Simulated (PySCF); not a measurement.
Complete the spectrum of C7H9F

Species: C7H9F.
SMILES: `FCC1=CC[C@@H]2C[C@H]12`

Method used: PySCF, TDDFT PBE0/def2-SVPD, vertical, gas phase, core orbitals frozen in the response. Geometry: GFN2-xTB, one conformer, isolated molecule.

Lowest singlets, with some entries withheld (?).

```csv
state,E (eV),f,"main configurations (H = HOMO, L = LUMO)"
S1,6.35,0.140,H→L (88%)
S2,6.39,0.017,H→L+1 (90%)
S3,6.84,0.0003,H→L+2 (98%)
S4,6.96,0.012,H→L+3 (98%)
S5,?,0.0096,H→L+4 (88%)
S6,?,0.029,H-1→L (93%)
S7,?,0.0056,H→L+5 (94%)
S8,?,0.0037,H→L+6 (95%)
```

Fill in the withheld entries.

- S5: E = 7.11 eV
- S6: E = 7.26 eV
- S7: E = 7.38 eV
- S8: E = 7.80 eV

How far apart are S3 and S5, in eV and cm⁻¹?

7.105 − 6.839 = 0.266 eV, or about 2140 cm⁻¹.

What is the mean static polarisability from the same response equations?

76.5 au (11.33 Å³), with principal values 62.5, 79.8 and 87.0 au.

Where do the lowest triplets lie (Tamm–Dancoff)?

T1 4.12 eV, H→L (92%); T2 6.29 eV, H→L+1 (96%); T3 6.76 eV, H→L+2 (97%). E(S1) − E(T1) = +2.23 eV.
